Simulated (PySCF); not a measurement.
**Core-level binding energies of MgMe(vinyl)**

Compound: MgMe(vinyl), C3H6Mg.
Geometry (PBE0-D3(BJ)/def2-SVP, Å), atoms numbered from 1 in this order:
```
atom  x, y, z in Å
Mg1   -0.088   -0.354    0.422
C2    -0.081   -0.310    2.515
H3    -0.739    0.480    2.917
H4     0.927   -0.124    2.926
H5    -0.430   -1.264    2.947
C6    -0.090   -0.367   -1.666
C7     0.189    0.736   -2.383
H8    -0.317   -1.255   -2.277
H9     0.436    1.702   -1.919
H10    0.193    0.756   -3.484
```

Theory: delta-SCF UKS SCAN, pcX-2 on the ionised atom, pcseg-1 elsewhere, spin-free X2C (PySCF 2.14.0). Binding energies are ΔSCF values: E(core-ionised, relaxed orbitals) − E(ground state) at a fixed geometry, referred to the vacuum level.

What binding energy does each computed site have?

| atom(s) | bonded to | level | binding energy (eV) | above the level's lowest (eV) | count |
| --- | --- | --- | --- | --- | --- |
| Mg1 | 2 C | Mg 1s | 1310.47 | 0.00 | 1 |
| C7 | C and 2 H | C 1s | 289.94 | +0.97 | 1 |
| C6 | C, H and Mg | C 1s | 289.00 | +0.03 | 1 |
| C2 | 3 H and Mg | C 1s | 288.97 | 0.00 | 1 |

Lowest listed C 1s: C2, bonded to 3 H and Mg. Highest, 0.97 eV above it: C7, bonded to C and 2 H. The values 288.97 and 289.00 eV lie too close for their order to be trusted.

What is the C 1s shift of C6 against C7?

289.00 − 289.94 = -0.94 eV, or -91 kJ/mol.

Isolated species at its PBE0-D3(BJ)/def2-SVP geometry (one conformer only).

The run took 13 s wall on x86-64 server, one thread, no GPU, shared host.
